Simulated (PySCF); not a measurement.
**Magnetisability: `CC[C@@H](CC=O)[AsH2+][AlH3-]`, C$_{5}$H$_{14}$AlAsO**

Cartesian coordinates in Å; atom numbers follow the order of the lines, from 1:
```xyz
22

C    -2.0545   -1.8922   -0.2244
C    -1.2269   -0.9536    0.6439
C    -0.6906    0.2319   -0.1581
C    -0.2193    1.3620    0.7573
C     0.3338    2.4937   -0.0450
O     0.5076    2.4423   -1.2357
As    0.8783   -0.2286   -1.3053
Al    2.8677    0.0361    0.2939
H    -2.9481   -1.3876   -0.5871
H    -2.3601   -2.7685    0.3417
H    -1.4723   -2.2245   -1.0862
H    -1.8526   -0.5856    1.4635
H    -0.3859   -1.5002    1.0857
H    -1.4914    0.6270   -0.7973
H     0.5925    0.9950    1.4055
H    -1.0154    1.7359    1.4093
H     0.5624    3.4157    0.5184
H     0.2183   -0.1369   -2.6421
H     0.7210   -1.7240   -1.2869
H     2.9403    1.5823    0.5658
H     3.9985   -0.6867   -0.5071
H     2.0863   -0.8141    1.3895
```

Theory: GIAO PBE/pcSseg-1 magnetisability, rotational g tensor and spin-rotation constants, non-relativistic, gas phase in PySCF 2.14.0. Geometry: GFN2-xTB.

The calculation is non-relativistic, which matters for the atoms heavier than Zn.

Question: How diamagnetic is it, and how anisotropic?

Answer: Isotropic -1659 × 10⁻³⁰ J/T², or -99.9 × 10⁻⁶ cm³/mol; principal values -1796, -1684, -1496 × 10⁻³⁰ J/T², anisotropy 263 × 10⁻³⁰ J/T² (root of half the summed squared differences of the principal values). The susceptibility is in cgs units.

Question: Split it along the inertial axes a, b, c into diamagnetic and paramagnetic parts about the centre of mass, with the quadrupole moment.

Answer: 
| axis | χ (10⁻⁶ cm³/mol) | diamagnetic (10⁻⁶ cm³/mol) | paramagnetic (10⁻⁶ cm³/mol) | summed x² of all electrons (Å²) | quadrupole Θ (D Å) |
| --- | --- | --- | --- | --- | --- |
| a | -102.7 | -1036.2 | 933.5 | 248.5 | -4.63 |
| b | -105.2 | -1445.9 | 1340.7 | 151.9 | +3.52 |
| c | -91.8 | -1698.9 | 1607.1 | 92.3 | +1.12 |

Anisotropies 2χaa − χbb − χcc = -8.5 and 2χbb − χaa − χcc = -15.8 × 10⁻⁶ cm³/mol. Θ is traceless in Buckingham's convention.

Question: And the rotational g tensor?

Answer: 
| axis | rotational constant (GHz) | g | nuclear part | electronic part |
| --- | --- | --- | --- | --- |
| a | 1.3227 | -0.0168 | 0.5633 | -0.5801 |
| b | 0.9451 | -0.0131 | 0.5822 | -0.5953 |
| c | 0.7820 | -0.0152 | 0.5753 | -0.5905 |

Asymmetric top; isotopes 27Al, 75As, 12C, 1H, 16O; no vibrational averaging.
